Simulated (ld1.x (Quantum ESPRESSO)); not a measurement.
## indium (In): one change to a TM potential, before and after

indium (In), norm-conserving Troullier–Martins (Kleinman–Bylander form), made with ld1.x (Quantum ESPRESSO) 7.5 (PBE, scalar-relativistic). Core [Kr] 4d10, reference 5s1 5p0 (charge +2). Waves: 5s (bound): rc 1.65 bohr; 5p (bound, empty): rc 1.85 bohr. Local part: all-electron potential smoothed inside 1.40 bohr (lloc = -1). Core correction: none.

All-electron outer shells of the reference configuration (PBE, scalar-relativistic, ld1.x):

```
shell  level (eV)  outermost node (bohr)  outermost maximum (bohr)
   5s      -23.67                   1.02                      2.06
   5p      -16.22                   1.13                      2.45
```

Change: all radii scaled by about 1.04 (s 1.72, p 1.92 bohr); local potential all-electron potential smoothed inside 1.46 bohr (lloc = -1).

Cutoffs: the cutoffs (Ry, on a coarse ladder) from which the occupation-weighted sum of valence levels, in a spherical-Bessel basis at the reference potential, stays within 10 and 1 mRy of its value at 400 Ry; they do not see the model core or the augmentation charge, which bear on the density cutoff. Errors are all-electron minus pseudo energies relative to the spin-unpolarised reference configuration.

Task: What does the change do?

Result: The potential gets softer (25 Ry and 55 Ry → 21 Ry and 50 Ry); both files keep a bound ghost (d, p, s); the number of tests that count goes from 7 to 1. A larger radius leaves more room for a smooth pseudo-wave, so fewer plane waves are needed.

| quantity | base | changed |
| --- | --- | --- |
| cutoff, loose | 25 Ry | 21 Ry |
| cutoff, tight | 55 Ry | 50 Ry |
| bound ghosts | s, p, d | s, d, p |
| tests counted (converged, no solver errors) | 7 of 7 | 1 of 7 |
| error for 5s2 5p0, meV [ΔE -19.23 eV] | +170 | +171 |

Changed file: Tests not counted: 5s2 5p1 (solver errors, printed error -2.7 eV); 5s2 5p0.5 (solver errors, printed error -597 meV); 5s0 5p3 (solver errors, printed error -28.7 eV); 5s2 5p1.3 (solver errors, printed error -4.3 eV); 5s1 5p2 (solver errors, printed error -12.3 eV); 5s1 5p1 (solver errors, printed error -3.4 eV). A true bound ghost makes a file unfit for plane-wave use even where its test errors are small: the radial tests pick states by their node count and pass the ghost by. Where a test does run into it, the solver fails or the error is huge.
